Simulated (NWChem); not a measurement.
System: C$_{2}$H$_{4}$N$_{2}$OSi; SMILES O[Si@H]1C=NC=N1

```xyz
10

O      0.0270    -2.1183    -0.4808
Si     0.0229    -0.7425     0.4352
C      1.2530     0.6549    -0.0167
N      0.5922     1.7252    -0.2633
C     -0.8375     1.4755    -0.1570
N     -1.3408     0.3494     0.1453
H     -0.1990    -2.0386    -1.4125
H      0.1203    -1.1824     1.8478
H      2.3504     0.7015    -0.0506
H     -1.4530     2.3644    -0.3668
```
Atoms are numbered in this order, from 1.

Level: PBE0/def2-SVP (NWChem), optimised geometry, unscaled harmonic frequencies. 

| frequency (cm⁻¹) | IR intensity (km/mol) |
|---|---|
| 142 | 7.1 |
| 178 | 24.7 |
| 281 | 99.6 |
| 412 | 38.1 |
| 430 | 5.5 |
| 509 | 26.4 |
| 657 | 9.7 |
| 713 | 25.6 |
| 759 | 64.2 |
| 763 | 5.8 |
| 841 | 26.1 |
| 871 | 169.1 |
| 894 | 67.8 |
| 951 | 159.9 |
| 1002 | 138.6 |
| 1023 | 0.4 |
| 1281 | 17.3 |
| 1351 | 13.7 |
| 1631 | 40.9 |
| 1717 | 103.8 |
| 2295 | 86.9 |
| 3147 | 36.7 |
| 3162 | 6.7 |
| 3932 | 127.6 |

* **zero-point energy**: 41.4 kcal/mol
* **thermal correction to the enthalpy at 298.15 K (with zero-point energy)**: 45.8 kcal/mol
* **heat capacity Cv**: 21.8 cal/(mol K)
* **entropy at 298.15 K and 1 atm (symmetry number 1)**: 77.3 cal/(mol K)
* **dipole moment**: 1.52 D

Rigid rotor and harmonic oscillator.
